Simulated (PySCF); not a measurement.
**Ionisation energy of Ba³³⁺ by level of theory**

Ba³³⁺ [Ar] 3d5 (6S) → Ba³⁴⁺ [Ar] 3d4 (5D), as a difference of total energies. Calculation: PySCF 2.14, in an uncontracted even-tempered set (17 s from 5 bohr⁻², ratio 2.5; 11 p from 6.5 bohr⁻², ratio 2.5; 8 d from 6.5 bohr⁻², ratio 2.5; 4 f from 26 bohr⁻², ratio 2.7; 3 g from 39 bohr⁻², ratio 2.7); the non-relativistic Hamiltonian (point nucleus). Correlated levels: outer shells: [Ne] frozen; virtual orbitals above 40 to 60 times the deepest correlated orbital energy dropped. The calculations carry no spin-orbit coupling.

```csv
method,ionisation energy (eV)
UHF,2164.0
LDA,2161.9
PBE,2161.3
PBE0,2162.5
r2SCAN,2162.9
BP86,2161.4
TPSSh,2161.1
MP2 (outer shells),2164.2
SCS-MP2 (outer shells),2163.7
```

Spin-orbit coupling is strong in these open shells (close to jj coupling). The scalar numbers leave it out and a first-order estimate fails, so it can dominate the gap to the real levels.

The gap to the reference is mostly relativistic.

For comparison: 2142 ± 5 eV (theoretical estimate listed by NIST; NIST Atomic Spectra Database, ionization energies).
